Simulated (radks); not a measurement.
Valence configurations of V+ (all share [Ar]). Calculated with a radial shooting solver on a logarithmic mesh with Libxc functionals: Dirac Kohn-Sham, PBE, spin-unpolarised, spherical densities, point nucleus; open shells fill j = l - 1/2 first. Order these by energy: 3d2 4s2; 3d2.5 4s1.5; 3d3.5 4s0.5; 3d2 4s1.5 4p0.5; 3d3.5 4p0.5; 3d3 4s0.5 4p0.5; 3d1.5 4s0.5 4p2; 3d4; 3d3 4p1; 3d3 4s1.

Answer. From the lowest, in eV above it: 3d3.5 4s0.5 0.000; 3d4 0.003; 3d3 4s1 0.559; 3d2.5 4s1.5 1.795; 3d3.5 4p0.5 1.915; 3d3 4s0.5 4p0.5 2.582; 3d2 4s2 3.825; 3d3 4p1 4.624; 3d2 4s1.5 4p0.5 6.087; 3d1.5 4s0.5 4p2 16.424. NIST lists [Ar] 3d4 as the ground configuration; this level of theory puts 3d3.5 4s0.5 lower, by 0.003 eV. The energies are those of spherical spin-averaged densities, not of single terms.
